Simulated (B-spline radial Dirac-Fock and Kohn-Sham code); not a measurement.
**Core and valence levels of W⁵⁹⁺**

System: the W⁵⁹⁺ ion in the configuration [Ne] 3s2 3p3; nuclear rms radius 5.3658 fm (A = 184).

The run's input, task.json:

```json
{"items": [{
  "Z": 74,
  "q": 59,
  "cfg": [[1, 0, 2], [2, 0, 2], [2, 1, 6], [3, 0, 2], [3, 1, 3]],
  "A": 184,
  "rrms": 5.3658,
  "do": ["binding"]
}]}
```

Launch: `python xray_run.py task.json out`

Model: Dirac-Fock (average of configuration) total-energy differences with a finite nucleus, the Breit interaction including its frequency dependence, and self-energy and vacuum-polarisation corrections. Program: a radial finite-basis atomic code. Electron correlation is not included. Energies are counted from the vacuum level. Subshells whose hole state is unreliable or did not converge are left out.

All terms are in eV, carry their sign (relaxation lowers the binding energy) and add up to the binding energy; ⟨r⟩ is the mean radius of the orbital in the initial state.

```tsv
subshell	−ε (Koopmans)	relaxation	Breit	self-energy	vacuum polarisation	binding energy	⟨r⟩ (bohr)
K	74651.8	-30.69	-227.75	-148.46	28.13	?	0.018
L1	16682.0	-5.91	-25.72	-22.00	3.90	16632.3	0.076
L3	14779.4	-6.81	-24.58	-1.78	-0.13	14746.1	0.071
M1	6651.9	-0.64	-6.22	-5.96	1.02	6640.1	0.185
M2,3	6231.5	-0.69	-7.22	-0.50	0.00	6223.1	0.185
```

Q: Which binding energy belongs in the row of K?

A: 74273.0 eV, the sum of the terms in that row (to rounding).

For the deepest level, K (1s), the Breit terms make up -0.307 % of the binding energy, QED -0.162 % and orbital relaxation -0.041 %.

Going to the tabulated ground configuration of the next ion removes an electron from M2,3 (3p), computed at 6223.1 eV. NIST lists 6093 ± 5 eV as the ionisation energy of this species (semi-empirical), -130.10 eV from the computed value. Where a p, d or f shell is open in either ion the computed value averages over both j values and all terms, while the table refers to the lowest levels; that difference holds spin-orbit splitting (largest in heavy or highly charged ions), term energies where several electrons share open shells, and correlation, and it can reach 10 % or more.
